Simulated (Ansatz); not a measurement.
Stepwise reaction of `F[SiH](Cl)S[SiH2]Cl` with hydrogen, as a gas-phase model of exchange steps in deposition or etching. ΔE in kJ/mol.

Computed with Ansatz on PBE0-D4/def2-TZVP structures; ΔE is electronic, products minus reactants. CBS: MP2 limit from def2 TZ/QZ plus the TZ coupled-cluster correction, frozen cores. This one scheme is used for every species. Functionals use def2-TZVPP. B3LYP here is the variant with VWN-RPA as its local correlation; programs differ in this. Each species was taken in one conformer, which may not be the lowest.

```json
{"step": "1", "reaction": "`F[SiH](Cl)S[SiH2]Cl` + H₂ → `F[SiH2]S[SiH2]Cl` + HCl", "PBE-D4": "82.3", "B3LYP-D4": "82.1", "ωB97M-V": "81.9", "CCSD(T)/CBS": "79.7"}
```

Problem. Give the row of step 2, `F[SiH2]S[SiH2]Cl` + H₂ → `F[SiH2]S[SiH3]` + HCl. (Estimate.)

Solution. The calculation gave: 
```tsv
step	reaction	PBE-D4	B3LYP-D4	ωB97M-V	CCSD(T)/CBS
2	`F[SiH2]S[SiH2]Cl` + H₂ → `F[SiH2]S[SiH3]` + HCl	80.3	78.7	80.2	79.7
```

Problem. By hand: ΔE of the 2 steps together at CCSD(T)/CBS.

Solution. (79.7) + (79.7) = 159.4 kJ/mol, or 79.7 kJ/mol a step.

In ΔE the steps differ by no more than 0.0 kJ/mol. All are uphill at CCSD(T)/CBS. PBE-D4 differs from CCSD(T)/CBS by 0.6 to 2.6 kJ/mol a step. Isolated molecules leave out the surface, adducts and barriers. Largest T1 diagnostic: 0.012.
